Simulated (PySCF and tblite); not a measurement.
Results of a calculation; reference values are marked as such.
C6H6O3, numbered as in [CH3:1][C:2](=[O:3])[c:4]1[cH:5][o:6][c:7]([OH:8])[cH:9]1.

The ensemble was built from 90 distance-geometry starts (ETKDG and KDG, MMFF94s, GFN2-xTB) and rests on GFN2-xTB geometries. Energies: PBE0-D3(BJ)/pcSseg-1, with GFN2-xTB thermal terms (modes under about 100 cm⁻¹ blended into free rotors). Symmetry numbers and mirror images are counted. Conformers within 2.5 kcal/mol (GFN2-xTB free energy) were kept, 4 at most. (PySCF 2.14, tblite 0.8.)

Torsions listed: O3–C2–C4–C5, O6–C7–O8–H8.

```csv
conformer,shape,symmetry
1,"0°, 0°",Cs
2,"180°, 0°",Cs
```

Task: Which of these conformers is the most populated at 298.15 K, and with what share?

Result: Conformer 2, about 59 %. The lead over the next is within the error of the method.

Task: Give the DFT energies and free energies relative to the lowest, and all weights.

Result: 
| conformer | shape | E(DFT) kcal/mol | G(298.15 K) kcal/mol | weight % |
| --- | --- | --- | --- | --- |
| 1 | 0°, 0° | 0.09 | 0.21 | 41.3 |
| 2 | 180°, 0° | 0.00 | 0.00 | 58.7 |

Task: How does its share change from 250 K to 350 K?

Result: From 60 % to 58 %; the mixing entropy goes from 1.34 to 1.35 cal/(mol K).


Conformer gaps in pcSseg-1 on xTB geometries can be 2 kcal/mol off for S=O, P=O and other polar bonds.